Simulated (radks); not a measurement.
Isoelectronic series with 9 electrons, all held in the configuration [He] 2s2 2p5, which need not be the ground one along the series. All-electron calculation, non-relativistic Kohn-Sham, PBE, spin-polarised, spherical densities, point nucleus; open shells are filled with parallel spins first. Program: a radial shooting solver on a logarithmic mesh with Libxc functionals. Total energies (hartree) and orbital eigenvalues (eV):

[
 {"ion": "F", "E (hartree)": "-99.66566", "2p down": "-10.2351", "2p up": "-11.8637"},
 {"ion": "Ne+", "E (hartree)": "-128.05851", "2p down": "-31.1927", "2p up": "-33.2179"},
 {"ion": "Mg3+", "E (hartree)": "-196.15359", "2p down": "-94.7065", "2p up": "-97.5213"},
 {"ion": "Al4+", "E (hartree)": "-235.84212", "2p down": "-136.9352", "2p up": "-140.1422"},
 {"ion": "Si5+", "E (hartree)": "-279.28715", "2p down": "-186.0650", "2p up": "-189.6631"},
 {"ion": "P6+", "E (hartree)": "-326.48698", "2p down": "-242.0675", "2p up": "-246.0559"},
 {"ion": "S7+", "E (hartree)": "-377.44048", "2p down": "-304.9247", "2p up": "-309.3028"},
 {"ion": "Cl8+", "E (hartree)": "-432.14686", "2p down": "-374.6245", "2p up": "-379.3917"},
 {"ion": "Ar9+", "E (hartree)": "-490.60554", "2p down": "-451.1582", "2p up": "-456.3143"},
 {"ion": "K10+", "E (hartree)": "-552.81609", "2p down": "-534.5198", "2p up": "-540.0644"},
 {"ion": "Ca11+", "E (hartree)": "-618.77818", "2p down": "-624.7045", "2p up": "-630.6373"},
 {"ion": "Sc12+", "E (hartree)": "-688.49155", "2p down": "-721.7089", "2p up": "-728.0297"},
 {"ion": "Ti13+", "E (hartree)": "-761.95600", "2p down": "-825.5301", "2p up": "-832.2388"},
 {"ion": "V14+", "E (hartree)": "-839.17137", "2p down": "-936.1660", "2p up": "-943.2624"},
 {"ion": "Cr15+", "E (hartree)": "-920.13754", "2p down": "-1053.615", "2p up": "-1061.099"},
 {"ion": "Mn16+", "E (hartree)": "-1004.85439", "2p down": "-1177.875", "2p up": "-1185.747"}
]
